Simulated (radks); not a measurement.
Coherent X-ray form factor from a spherical all-electron density. Method: scalar-relativistic Kohn-Sham, r2SCAN, spin-polarised, spherical densities, finite nucleus; meta-GGA in the generalised Kohn-Sham scheme; Fermi nuclear charge, rms radius of each element as measured or else 0.836 A^(1/3) + 0.57 fm; computed with a radial shooting solver on a logarithmic mesh with Libxc functionals.

sin(theta)/lambda (1/angstrom)  f0 (electrons)
0.05                                    40.013
0.1                                     37.658
0.15                                    34.918
0.2                                     32.284
0.25                                    29.874
0.3                                     27.705
0.4                                     24.101
0.5                                     21.344
0.6                                     19.148
0.8                                     15.521
1                                       12.426
1.25                                     9.443
1.5                                      7.520
2                                        5.674

The species is in the configuration that NIST lists as its ground one. Which atom or ion scatters so?

Answer. Neutral niobium, [Kr] 4d4 5s1. Extrapolating in s^2 from the first two rows gives f0(0) = 40.8, near the electron count 41; among species with that count, the fall with angle is slower the higher Z, and the table is that of Z = 41; from so few rows the species is fixed only to a neighbour or two.
